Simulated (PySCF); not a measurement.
CaCl2, charge -1, doublet, at a GFN2-xTB geometry (such geometries of metal compounds can be far from the true shape) (a state made from the parent by changing its charge; the spin is typed, not shown lowest); PBE0/3-21G run with PySCF.

Input for PySCF:
```python
from pyscf import gto, scf, dft

mol = gto.Mole()
mol.atom = '''
    Ca    0.21041032   -0.79122363    0.00034680
    Cl    1.53102219    0.90477583   -1.61871510
    Cl   -1.77856375    0.02607551    1.61830710
'''
mol.basis = '3-21g'
mol.charge = -1
mol.spin = 1
mol.verbose = 4
mol.build()

mf = dft.UKS(mol)
mf.xc = 'pbe0'
mf.kernel()
mf.analyze()
```

### Question
Predict the main parts of the log of this PySCF run.

### Answer

```
PySCF version 2.14.0

[INPUT] verbose = 4
[INPUT] num. atoms = 3
[INPUT] num. electrons = 55
[INPUT] charge = -1
[INPUT] spin (= nelec alpha-beta = 2S) = 1
[INPUT] symmetry False subgroup None
[INPUT] Mole.unit = angstrom
[INPUT] Symbol           X                Y                Z      unit          X                Y                Z       unit  Magmom
[...]
nuclear repulsion = 166.172416383145
number of shells = 23
number of NR pGTOs = 93
number of NR cGTOs = 43
basis = 3-21g
ecp = {}

******** <class 'pyscf.dft.uks.UKS'> ********
method = UKS
initial guess = minao
damping factor = 0
level_shift factor = 0
DIIS = <class 'pyscf.scf.diis.CDIIS'>
diis_start_cycle = 1
diis_space = 8
diis_damp = 0
SCF conv_tol = 1e-09
SCF conv_tol_grad = None
SCF max_cycles = 50
direct_scf = True
direct_scf_tol = 1e-13
number electrons alpha = 28  beta = 27
XC library pyscf.dft.libxc version 7.1.2
    S. Lehtola, C. Steigemann, M. J. T. Oliveira, and M. A. L. Marques,  SoftwareX 7, 1–5 (2018)
XC functionals = pbe0
    C. Adamo and V. Barone,  J. Chem. Phys. 110, 6158 (1999)
    M. Ernzerhof and G. E. Scuseria,  J. Chem. Phys. 110, 5029 (1999)
radial grids:
    Treutler-Ahlrichs [JCP 102, 346 (1995); DOI:10.1063/1.469408] (M4) radial grids

becke partition: Becke, JCP 88, 2547 (1988); DOI:10.1063/1.454033
pruning grids: <function nwchem_prune>
grids dens level: 3
symmetrized grids: False
atomic radii adjust function: <function treutler_atomic_radii_adjust>
small_rho_cutoff = 0
Set gradient conv threshold to 3.16228e-05
tot grids = 58184
init E= -1588.68230015746

cycle= 1 E= -1589.82969993711  delta_E= -1.15  |g|= 0.336  |ddm|= 1.11
cycle= 2 E= -1589.82569728224  delta_E= 0.004  |g|= 0.379  |ddm|=  1.2
cycle= 3 E= -1589.91690175084  delta_E= -0.0912  |g|= 0.00728  |ddm|= 0.584
cycle= 4 E= -1589.9171686395  delta_E= -0.000267  |g|= 0.00139  |ddm|= 0.0608
cycle= 5 E= -1589.91718120538  delta_E= -1.26e-05  |g|= 0.000341  |ddm|= 0.016
cycle= 6 E= -1589.91718144137  delta_E= -2.36e-07  |g|= 2.96e-05  |ddm|= 0.00207
cycle= 7 E= -1589.9171814446  delta_E= -3.22e-09  |g|= 6.02e-06  |ddm|= 0.000331
cycle= 8 E= -1589.91718144465  delta_E= -5.39e-11  |g|= 9.51e-07  |ddm|= 4.73e-05
Extra cycle  E= -1589.91718144465  delta_E= 1.36e-12  |g|= 8.27e-07  |ddm|= 4.83e-06
converged SCF energy = -1589.91718144465  <S^2> = 0.75043936  2S+1 = 2.0004393
**** SCF Summaries ****
Total Energy =                       -1589.917181444649941
Nuclear Repulsion Energy =             166.172416383144537
[...]
[...]
To work with the spin densities directly, `use mulliken_meta_spin()` only printing them here.

 ** Mulliken spin pop alpha/beta on meta-lowdin orthogonal AOs **
 ** Mulliken Spin Density (per AO)  **
spin_pop of  0 Ca 1s        0.00000
spin_pop of  0 Ca 2s        0.00002
spin_pop of  0 Ca 3s        0.00005
spin_pop of  0 Ca 4s        0.69186
spin_pop of  0 Ca 5s        0.01544
spin_pop of  0 Ca 2px      -0.00000
spin_pop of  0 Ca 2py       0.00000
spin_pop of  0 Ca 2pz      -0.00000
spin_pop of  0 Ca 3px      -0.00000
spin_pop of  0 Ca 3py       0.00001
spin_pop of  0 Ca 3pz      -0.00001
spin_pop of  0 Ca 4px       0.01356
spin_pop of  0 Ca 4py       0.16463
spin_pop of  0 Ca 4pz       0.00227
spin_pop of  0 Ca 5px       0.00025
spin_pop of  0 Ca 5py       0.00195
spin_pop of  0 Ca 5pz       0.00011
spin_pop of  1 Cl 1s        0.00000
spin_pop of  1 Cl 2s        0.00000
spin_pop of  1 Cl 3s        0.01126
spin_pop of  1 Cl 4s        0.00679
spin_pop of  1 Cl 2px       0.00000
spin_pop of  1 Cl 2py       0.00000
spin_pop of  1 Cl 2pz       0.00000
spin_pop of  1 Cl 3px       0.00276
spin_pop of  1 Cl 3py       0.02228
spin_pop of  1 Cl 3pz       0.00777
spin_pop of  1 Cl 4px       0.00176
spin_pop of  1 Cl 4py       0.00040
spin_pop of  1 Cl 4pz       0.00191
spin_pop of  2 Cl 1s        0.00000
spin_pop of  2 Cl 2s        0.00000
spin_pop of  2 Cl 3s        0.01126
spin_pop of  2 Cl 4s        0.00679
spin_pop of  2 Cl 2px       0.00000
spin_pop of  2 Cl 2py       0.00000
spin_pop of  2 Cl 2pz       0.00000
spin_pop of  2 Cl 3px       0.01605
spin_pop of  2 Cl 3py       0.00901
spin_pop of  2 Cl 3pz       0.00775
spin_pop of  2 Cl 4px       0.00224
spin_pop of  2 Cl 4py      -0.00007
spin_pop of  2 Cl 4pz       0.00191
 ** Mulliken Spin Density (per atom)  **
spin density of  0 Ca =      0.89013
spin density of  1 Cl =      0.05493
spin density of  2 Cl =      0.05493
 ** Mulliken pop alpha/beta on meta-lowdin orthogonal AOs **
 ** Mulliken pop       alpha | beta **
In total            28.00000 | 27.00000
 ** Mulliken atomic charges   ( Nelec_alpha | Nelec_beta ) **
charge of  0Ca =      0.76749  (    10.06132      9.17119 )
charge of  1Cl =     -0.88374  (     8.96934      8.91440 )
charge of  2Cl =     -0.88374  (     8.96934      8.91440 )

WARN: System has nonzero charge -1; the dipole moment is origin-dependent.
Location of origin: [0. 0. 0.]

Dipole moment(X, Y, Z, Debye):  0.25089, -0.94380,  0.00053
```
